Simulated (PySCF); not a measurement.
A calculated (LDA, PySCF 2.14, x2c-QZVPPall, scalar relativity by spin-free X2C-1e) atom or ion has these occupied shells.

| shell | electrons | orbital energy (eV) | rms radius, mean of both spins (bohr) |
| --- | --- | --- | --- |
| 1s α | 1 | -116.48 | 0.494 |
| 1s β | 1 | -115.98 | 0.494 |
| 2s α | 1 | -14.301 | 2.46 |

(1) Name the element and its charge.

Answers

(1) Be⁺ (beryllium, charge +1), in [He] 2s1, 2S determinant.
